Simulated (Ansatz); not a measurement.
`O[SiH](O)N[SiH2]F` + `[OH][AlH2]` → `O[SiH](O)[O][AlH2]` + `N[SiH2]F`  (ligand exchange at the Si–N bond)

Gas-phase electronic energies from Ansatz, PBE0-D4/def2-TZVP geometries. CCSD(T)/CBS is the MP2 limit (def2-TZVPP, def2-QZVPP) plus CCSD(T) − MP2 in def2-TZVPP, frozen cores. This one scheme is used for every species. Functionals use def2-TZVPP. B3LYP here is the variant with VWN-RPA as its local correlation; programs differ in this. One conformer a species, not always the lowest.

```json
{"level": "PBE-D4", "ΔE (kJ/mol)": "-54.4", "difference from CCSD(T)/CBS": "7.9"}
{"level": "B3LYP-D4", "ΔE (kJ/mol)": "-63.0", "difference from CCSD(T)/CBS": "-0.7"}
{"level": "ωB97X-V", "ΔE (kJ/mol)": "-62.0", "difference from CCSD(T)/CBS": "0.3"}
{"level": "ωB97M-V", "ΔE (kJ/mol)": "-60.9", "difference from CCSD(T)/CBS": "1.4"}
{"level": "B2PLYP", "ΔE (kJ/mol)": "-66.8", "difference from CCSD(T)/CBS": "-4.5"}
{"level": "PBE", "ΔE (kJ/mol)": "-58.3", "difference from CCSD(T)/CBS": "4.0"}
{"level": "PBE0", "ΔE (kJ/mol)": "-62.3", "difference from CCSD(T)/CBS": "0.0"}
{"level": "HF/def2-TZVPP", "ΔE (kJ/mol)": "-81.3", "difference from CCSD(T)/CBS": "-19.0"}
{"level": "MP2/def2-TZVPP", "ΔE (kJ/mol)": "-61.5", "difference from CCSD(T)/CBS": "0.8"}
{"level": "CCSD/def2-TZVPP", "ΔE (kJ/mol)": "-65.3", "difference from CCSD(T)/CBS": "-3.0"}
{"level": "CCSD(T)/def2-TZVPP", "ΔE (kJ/mol)": "-62.2", "difference from CCSD(T)/CBS": "0.1"}
{"level": "MP2/def2-QZVPP", "ΔE (kJ/mol)": "-62.1", "difference from CCSD(T)/CBS": "0.2"}
{"level": "SCS-MP2/def2-QZVPP", "ΔE (kJ/mol)": "-65.4", "difference from CCSD(T)/CBS": "-3.1"}
{"level": "HF/CBS(def2)", "ΔE (kJ/mol)": "-83.0", "difference from CCSD(T)/CBS": "-20.7"}
{"level": "MP2/CBS(def2)", "ΔE (kJ/mol)": "-61.6", "difference from CCSD(T)/CBS": "0.7"}
{"level": "CCSD/CBS(def2)", "ΔE (kJ/mol)": "-65.4", "difference from CCSD(T)/CBS": "-3.1"}
{"level": "CCSD(T)/CBS", "ΔE (kJ/mol)": "-62.3", "difference from CCSD(T)/CBS": "0"}
```

Largest T1 diagnostic among the species: 0.012.

In def2-TZVPP, CCSD(T) changes the Hartree–Fock value by +19.2 kJ/mol (the triples alone add +3.1 kJ/mol) and MP2 by +19.8 kJ/mol. The D4 term adds +6.2 kJ/mol with B3LYP and +3.4 kJ/mol with PBE0; it sums over pairs of atoms, weighted by their polarisabilities, and B3LYP, whose exchange is more repulsive, gets the larger term. From PBE to PBE0 (25 % exact exchange), in def2-TZVPP and without D4, ΔE moves by −4.1 kJ/mol.
